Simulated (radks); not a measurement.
Trend from K2+ to Kr2+: ionisation energy by Delta-SCF between NIST ground configurations, and size. All-electron calculation, Dirac Kohn-Sham, LDA (Slater exchange, Perdew-Wang correlation), spin-unpolarised, spherical densities, point nucleus; open shells are shared between the two j in proportion to 2j + 1. Program: a radial shooting solver on a logarithmic mesh with Libxc functionals.

species      configuration  IE (eV)  NIST (eV)       kind  outermost  <r> outermost (bohr)
K2+           [Ne] 3s2 3p5   46.956     45.803  semi-emp.      3p3/2                  1.36
Ca2+                  [Ar]   51.311     50.913       exp.      3p3/2                  1.26
Sc2+              [Ar] 3d1   25.093     24.757       exp.      3d5/2                  1.56
Ti2+              [Ar] 3d2   27.193     27.492       exp.      3d5/2                  1.43
V2+               [Ar] 3d3   29.162     29.311       exp.      3d5/2                  1.32
Cr2+              [Ar] 3d4   31.029      30.96       exp.      3d5/2                  1.23
Mn2+              [Ar] 3d5   32.815      33.67       exp.      3d5/2                  1.15
Fe2+              [Ar] 3d6   34.533      30.65       exp.      3d5/2                  1.08
Co2+              [Ar] 3d7   36.193       33.5  semi-emp.      3d5/2                  1.02
Ni2+              [Ar] 3d8   37.803      35.19       exp.      3d5/2                 0.971
Cu2+              [Ar] 3d9   39.369      36.84       exp.      3d5/2                 0.924
Zn2+             [Ar] 3d10   40.896     39.723       exp.      3d5/2                 0.883
Ga2+         [Ar] 3d10 4s1   31.596     30.726       exp.      4s1/2                  2.06
Ge2+         [Ar] 3d10 4s2   35.215     34.058       exp.      4s1/2                  1.93
As2+     [Ar] 3d10 4s2 4p1   28.041      28.35       exp.      4p3/2                  2.14
Se2+     [Ar] 3d10 4s2 4p2   31.159      31.70       exp.      4p3/2                  1.99
Br2+     [Ar] 3d10 4s2 4p3   34.227      34.87       exp.      4p3/2                  1.86
Kr2+     [Ar] 3d10 4s2 4p4   37.283      35.84       exp.      4p3/2                  1.75

Reference values: NIST Atomic Spectra Database (exp. = measured, semi-emp. = semi-empirical, theory = theoretical value adopted there). Spin polarisation and multiplet splitting are left out, so open shells lie too high by an amount that depends on their filling. Sharing an open shell by 2j + 1 raises it above the true ground level by a part of the spin-orbit splitting, which enters the differences from NIST.

Beside tabulated values, note that spin-unpolarised runs miss the spin-polarisation part of the exchange energy of open shells.
